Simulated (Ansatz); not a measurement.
A search over several starts for the lowest SCF solution of the cluster TiS₃⁻ at the given spin, in a small basis.

```yaml
crystal:
  periodic: [false, false, false]
  atoms:
    - {symbol: Ti, position_ang: [0.018890, 0.059079, -0.128639]}
    - {symbol: S, position_ang: [0.243477, 1.041914, -2.342164]}
    - {symbol: S, position_ang: [0.807584, -1.773297, 0.792462]}
    - {symbol: S, position_ang: [-1.069951, 0.672302, 1.678341]}
basis:
  gaussian: {orbitals: def2-SVP, initial_orbitals: start.molden}
total_charge: -1
magnetization: {spin_polarized: true, initial_magnetization: 3}
hamiltonian: {xc: pbe0, dispersion: d4}
output: {orbitals: {seedname: orbitals}}
```

The file start.molden holds the orbitals of an earlier run on this structure, at another level or in another basis.

```sh
$ ansatz run in.yaml --threads 4 --pin off --events-out ev --progress --plain --max-ram 3916MiB
```

It prints (some lines left out):

```
Functional definition: PBE0
826 factors; integrals over basis functions are off by at most 6.2e-4 eV
mean field evaluation 1: about -55594.0732 eV, gradient 4.0e0 eV
mean field evaluation 2: about -55594.2105 eV, gradient 9.7e-2 eV
mean field evaluation 4: about -55594.2427 eV, gradient 1.2e-3 eV
mean field evaluation 8: about -55594.2427 eV, gradient 2.3e-5 eV
mean field evaluation 16: about -55425.4302 eV, gradient 1.4e2 eV
mean field evaluation 32: about -55594.2425 eV, gradient 2.5e-2 eV
mean field -55594.24270903 eV, -2043.0507364257 hartree, gradient 4.7e-6 eV, S^2 3.768444; 8 other end points of the search recorded, 0 dependent functions left out
reference -55594.24276496 eV, -2043.0507384811 hartree; 37, 34 occupied and 48, 51 virtual orbitals, 826 factors
Total energy: -55594.39817506 eV, -2043.0564496968 hartree
```

Hardware: 4 threads of AMD EPYC 7R43 on a shared host. Wall time 8.5 s.

At PBE0-D4/def2-TZVPD a doublet of charge -1 lies 1.64 eV below the quartet, each at its own geometry. The structure comes from a short search, and lower isomers may exist.
